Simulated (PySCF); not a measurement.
## 29Si chemical shifts

- NMR shieldings at PBE0/pcSseg-1/GIAO
- GFN2-xTB geometry
- run in PySCF 2.14
- a single conformation, one averaged value for each set of equivalent atoms, non-relativistic, gas phase

Shieldings were converted by a linear fit to measured shifts: 29Si: δ = 279.94 − 0.822σ (rms 8.9 ppm, 72 shifts, 25.8 ppm with the 6 outliers that the fit left out vs TMS, solution or neat liquid). A few per cent of atoms miss by over 2 rms, more outside the fitted compound classes.

(1) Give the 29Si shifts of `O=CC([SiH3])([SiH3])[SiH2]C1CC1`, `C=C(C=O)[Si@H]([SiH3])[SiH2]C=O`, `CC(=O)[Si@@H]1C[C@@H](C[SiH3])[SiH2]1`, `FC(F)OC1=CC=C[SiH2]1`.

(2) Order these by 29Si shift, lowest first.
A. COC1=C(F)[SiH2]C=C1F
B. C1CC[Si]2(C1)CCCC2
C. FC(F)c1coc([SiH3])c1
D. FC(F)OC1=CC=C[SiH2]1
E. C=C[C@@]1(CCC)[SiH2][C@H]1C

## Answers

(1) 
| compound | environment | δ (ppm) |
| --- | --- | --- |
| [O:1]=[CH:2][C:3]([SiH3:4])([SiH3:5])[SiH2:6][CH:7]1[CH2:8][CH2:9]1 | Si6: silicon bonded to 2 C, 2 H | -34.5 |
| [O:1]=[CH:2][C:3]([SiH3:4])([SiH3:5])[SiH2:6][CH:7]1[CH2:8][CH2:9]1 | Si4/5: silicon bonded to C, 3 H (×2) | -66.9 |
| [CH2:1]=[C:2]([CH:3]=[O:4])[Si@H:5]([SiH3:6])[SiH2:7][CH:8]=[O:9] | Si7: silicon bonded to C, Si, 2 H | -70.6 |
| [CH2:1]=[C:2]([CH:3]=[O:4])[Si@H:5]([SiH3:6])[SiH2:7][CH:8]=[O:9] | Si5: silicon bonded to C, 2 Si, H | -80.3 |
| [CH2:1]=[C:2]([CH:3]=[O:4])[Si@H:5]([SiH3:6])[SiH2:7][CH:8]=[O:9] | Si6: silicon bonded to Si, 3 H | -93.0 |
| [CH3:1][C:2](=[O:3])[Si@@H:4]1[CH2:5][C@@H:6]([CH2:7][SiH3:8])[SiH2:9]1 | Si9: silicon bonded to C, Si, 2 H, in a 4-membered ring | -41.7 |
| [CH3:1][C:2](=[O:3])[Si@@H:4]1[CH2:5][C@@H:6]([CH2:7][SiH3:8])[SiH2:9]1 | Si4: silicon bonded to 2 C, Si, H, in a 4-membered ring | -48.2 |
| [CH3:1][C:2](=[O:3])[Si@@H:4]1[CH2:5][C@@H:6]([CH2:7][SiH3:8])[SiH2:9]1 | Si8: silicon bonded to C, 3 H | -70.0 |
| FC(F)OC1=CC=C[SiH2]1 | silicon bonded to 2 C, 2 H, in a 5-membered ring | -49.3 |

(2) E (-108.6 ppm, silicon bonded to 2 C, 2 H, in a 3-membered ring), C (-77.5 ppm, silicon bonded to C, 3 H), A (-60.2 ppm, silicon bonded to 2 C, 2 H, in a 5-membered ring), D (-49.3 ppm, silicon bonded to 2 C, 2 H, in a 5-membered ring), B (22.4 ppm, silicon bonded to 4 C, in a 5-membered ring).
